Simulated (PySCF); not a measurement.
## Static response to an electric field

Species: C₄H₇FO₂S.
Cartesian coordinates in Å at the GFN2-xTB level; atoms count from 1:
```
atom  x, y, z in Å
C1     2.3420    0.3540   -0.3945
O2     1.1036   -0.1338   -0.8647
C3     0.1991   -0.3979    0.1275
C4    -1.1736   -0.8284   -0.3724
F5    -1.4019   -2.1793   -0.2608
C6    -2.0142    0.0125    0.5750
S7    -0.5816    1.1505    0.9565
O8    -0.5849    2.2172   -0.0339
H9     2.2053    1.3018    0.1361
H10    2.9607    0.5134   -1.2740
H11    2.8216   -0.3708    0.2729
H12    0.5849   -1.0454    0.9252
H13   -1.3008   -0.5662   -1.4264
H14   -2.8713    0.5162    0.1411
H15   -2.2932   -0.5358    1.4704
```

Level: B3LYP/def2-SVPD (PySCF), static field, nuclei fixed, core orbitals frozen in the response. The polarisability tensor in these axes (au):

```
x   85.11  1.84 -5.20
y    1.84 80.32  2.19
z   -5.20  2.19 66.40
```

Task: Give the principal values, the mean and the anisotropy Δα = √{½[(α1 − α2)² + (α2 − α3)² + (α1 − α3)²]}.

Result: Principal values 64.63, 80.49 and 86.71 au; mean 77.28 au = 11.45 Å³ = 12.74 × 10⁻⁴⁰ C²·m²/J; Δα = 19.72 au (26 % of the mean).

Task: What is the dipole moment, and where does it point?

Result: (0.77, -1.50, 1.72) D, 2.41 D in size, pointing from the negative to the positive side. Measured along this direction, the outermost atoms are O8 at the negative end and H12 at the positive end.

Task: Find the Langevin capture rate constant for NO+ (29.998 u) meeting this molecule (138.015 u), k = 2.342 × 10⁻⁹ cm³/s × √(α in Å³ / reduced mass in u).

Result: The reduced mass is 24.64 u, so k = 1.60 × 10⁻⁹ cm³/s. The formula leaves out the permanent dipole, which adds to the capture rate.

Task: Rayleigh depolarisation ratio (linearly polarised light, static tensor)?

Result: ρ = 3Δα²/(45ᾱ² + 4Δα²) = 1166.4/(268722 + 1555.2) = 0.00432.

Task: Molar refractivity from α?

Result: Lorentz–Lorenz: R = (4π/3)N_A α = 2.5225 cm³/(mol·Å³) × 11.45 Å³ = 28.9 cm³/mol, in the limit of long wavelengths.

Geometry: GFN2-xTB, one conformer, isolated molecule.
